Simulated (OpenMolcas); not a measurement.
Re4+: effect of the IPEA shift

```json
{
 "Program": "OpenMolcas",
 "Basis": "ANO-RCC-VQZP [9s8p6d4f3g2h]",
 "Scalar Hamiltonian": "DKH2, point nucleus",
 "Active space": "3 electrons in 10 orbitals (5d 6d)",
 "State averaging": "2S+1 = 4 even, 10 roots; 2S+1 = 2 even, 40 roots",
 "Spin-orbit coupling": "RASSI with atomic mean-field integrals over the reference wave functions, term energies averaged over their components"
}
```

Methods on the same reference wave functions:
A. CASSCF
B. MS-CASPT2, IPEA 0 Eh, imaginary shift 0.1 Eh (closed shells correlated: 5s 5p)
C. MS-CASPT2, IPEA 0.25 Eh, imaginary shift 0.1 Eh (closed shells correlated: 5s 5p)

Energies in cm⁻¹ above 5d³ ⁴F_3/2, the measured ground level; measured values from the list in Brasseur, Gamrath and Quinet, At. Data Nucl. Data Tables 157, 101636 (2024).

| Level | A | B | C | Measured |
| --- | --- | --- | --- | --- |
| 5d³ ⁴F_3/2 | 0.0 | 0.0 | 0.0 | 0.0 |
| 5d³ ⁴F_5/2 | 4624 | 5020 | 4990 | 4853 |
| 5d³ ⁴F_7/2 | 8919 | 9160 | 9160 | 8973 |
| 5d³ ⁴F_9/2 [62 %] | 12372 | 12070 | 12140 | 11914 |
| 5d³ ⁴P_1/2 [60 %] | 16926 | 14190 | 14420 | 14325 |
| 5d³ ²G_7/2 | 21067 | 19040 | 19280 | 19013 |
| 5d³ ²H_9/2 [55 %] | 21686 | 20310 | 20410 |  |
| 5d³ ⁴P_5/2 | 23149 | 21490 | 21570 | 20922 |
| 5d³ ²P_1/2 [60 %] | 27803 | 23480 | 23790 | 23669 |
| 5d³ ²H_11/2 | 29632 | 27710 | 27840 | 27077 |
| 5d³ ²D_5/2(1) | 32519 | 29170 | 29610 | 28739 |
| 5d³ ²G_9/2 [54 %] | 32729 | 30810 | 31010 |  |
| 5d³ ²P_3/2 [52 %] | 37154 | 32770 | 33060 |  |
| 5d³ ²F_5/2 | 39937 | 35080 | 35420 | 34162 |
| 5d³ ²F_7/2 | 40068 | 35360 | 35700 | 34625 |
| 5d³ ²D_3/2(2) | 59560 | 53750 | 54010 |  |
| 5d³ ²D_5/2(2) | 59714 | 54160 | 54210 | 52467 |

Deviations, from unrounded energies. A percentage is the sum of absolute deviations over the sum of measured energies, with the sign that they share, or ± where signs differ.

```csv
Against measurement,Levels,A,B,C
mean absolute deviation (cm-1),12,3000,490,620
fine structure of the ground term (%),3,±2.9,+2.0,+2.2
other terms of the ground configuration (%),9,+14.0,±2.1,+2.7
```

B lies closest to measurement on these levels and A furthest from it. The largest miss of B in the table is 5d³ ²D_5/2(2), by +1700 cm-1. The ranking rests on the paired levels alone, and a cruder setting can come out closer through cancelling errors.

Between B and C the level of the table that moves most is 5d³ ²D_5/2(1), by 430 cm-1 (lowest in B, highest in C). Moves below CASPT2's spread within the term are not significant.

The mean deviations of B to C differ by less than CASPT2's widest spread within a term (630 cm-1), so their order carries little weight.

From A to B the spin-free energies of the other terms of 5d³ shown, above ⁴F, scale by factors of 0.65 to 0.87.

The lowest spin-free term lies below A's lowest term by 0.279 hartree in B, 0.274 hartree in C.

CASPT2 breaks the degeneracy within a term, and the mean is taken; among the terms shown or strongly mixed into the levels shown the widest spread is 630 cm-1 (5d³ ⁴F, B). Active for correlation alone: 6d; no level in the range computed is led by a configuration that fills it, so any true level of that kind is missing. Without dynamic correlation excited terms often stand tens of per cent too high (terms of higher spin than the ground term too low), and those without a measured partner can miss by more than the paired ones (holds for A). The CASPT2 spread within a term exceeds the gap to the next term for 5d³ ²H and 5d³ ²D(1), so the order of their levels is uncertain (holds for B). Computed and measured levels are paired by configuration, term and J; levels that our copy of the source lacks, or whose pairing is in doubt (as where it misses far off the trend of its configuration), stay unpaired and out of the deviations. Levels of configurations outside the active space are missing. The table leaves out levels that lie high or whose names do not pair safely across all columns.

A share in square brackets marks a mixed level and gives the weight of the term that names it, the lowest over the columns. A number in round brackets counts repeated terms of one configuration in the order of the reference energies.
